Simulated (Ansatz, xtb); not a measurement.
**Ligand exchange: C3H9N + SiH3(SnH3) → C3H10Si + SnH3(NH2)**

Species: C3H9N (isopropylamine) `CC(C)N`, singlet; SiH3(SnH3), singlet; C3H10Si `CC(C)[SiH3]`, singlet; SnH3(NH2), singlet. The partners trade NH2 for SiH3: C–NH2 and Sn–SiH3 bonds give way to C–SiH3 and Sn–NH2.

Shapes, held fixed at every level: PBE0-D4/def2-TZVP. Flexible molecules stand in one conformer, not always the lowest. Programs: Ansatz 0.2.0, xtb 6.7.1, xtb 6.7.1 later snapshot. The zero-point and thermal change to 298 K, harmonic and unscaled (PBE0-D4/def2-TZVP), is -4.8 kJ/mol.

```json
{"level": "GFN2-xTB", "kind": "semi-empirical", "ΔH(298 K) (kJ/mol)": "+47.2", "less CCSD(T)/def2-TZVPP": "+62.3"}
{"level": "HF/def2-SVP", "kind": "Hartree–Fock", "ΔH(298 K) (kJ/mol)": "+8.3", "less CCSD(T)/def2-TZVPP": "+23.4"}
{"level": "SPW92/def2-TZVPP", "kind": "LDA", "ΔH(298 K) (kJ/mol)": "+5.3", "less CCSD(T)/def2-TZVPP": "+20.4"}
{"level": "B3LYP-D4/def2-TZVPP", "kind": "global hybrid", "ΔH(298 K) (kJ/mol)": "-12.5", "less CCSD(T)/def2-TZVPP": "+2.6"}
{"level": "wB97X-V/def2-TZVPP", "kind": "range-separated hybrid", "ΔH(298 K) (kJ/mol)": "-12.2", "less CCSD(T)/def2-TZVPP": "+2.9"}
{"level": "B2PLYP/def2-TZVPP", "kind": "double hybrid", "ΔH(298 K) (kJ/mol)": "-14.7", "less CCSD(T)/def2-TZVPP": "+0.4"}
{"level": "MP2/def2-TZVPP", "kind": "perturbation theory", "ΔH(298 K) (kJ/mol)": "-21.6", "less CCSD(T)/def2-TZVPP": "-6.5"}
{"level": "CCSD/def2-TZVPP", "kind": "coupled cluster or CI", "ΔH(298 K) (kJ/mol)": "-13.6", "less CCSD(T)/def2-TZVPP": "+1.5"}
{"level": "CCSD(T)/def2-TZVPP", "kind": "coupled cluster or CI", "ΔH(298 K) (kJ/mol)": "-15.1", "less CCSD(T)/def2-TZVPP": "0.0"}
```

The highest level, CCSD(T)/def2-TZVPP, gives ΔH(298 K) = -15.1 kJ/mol; the levels span -21.6 to +47.2. They disagree on the sign: 3 of 9 are positive. GFN2-xTB strays far from the other rows. The column of differences is taken from that level and isn't an error. No measured value is set beside it here. For atoms past krypton def2 sets carry core potentials with scalar relativity. Outer-core shells of Sn are correlated in most correlated rows, in sets that cover them unevenly.
